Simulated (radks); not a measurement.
Coulomb parameter of the 4f shell of the thulium ion Tm2+ in the model configuration [Xe] 4f12 6p1, as a second difference U = [E(n + 0.5) + E(n - 0.5) - 2 E(n)] / (0.5)^2 with all orbitals relaxed. "Bare": the charge of the atom changes with n. "Screened": the 6p shell takes up the change at fixed total charge, which measures U(4f,4f) + U(6p,6p) - 2 U(4f,6p). All-electron calculation, Dirac Kohn-Sham, PBE, spin-unpolarised, spherical densities, finite nucleus; open shells are shared between the two j in proportion to 2j + 1; Fermi nuclear charge, rms radius 5.2256 fm. Program: a radial shooting solver on a logarithmic mesh with Libxc functionals.

case               configuration  E - E(n) (eV)
start              [Xe] 4f12 6p1          0.000
bare +0.5        [Xe] 4f12.5 6p1        -11.721
bare -0.5        [Xe] 4f11.5 6p1         16.325
screened +0.5  [Xe] 4f12.5 6p0.5         -6.432
screened -0.5  [Xe] 4f11.5 6p1.5          8.697

U(bare) = 18.415 eV, U(screened by 6p) = 9.057 eV.
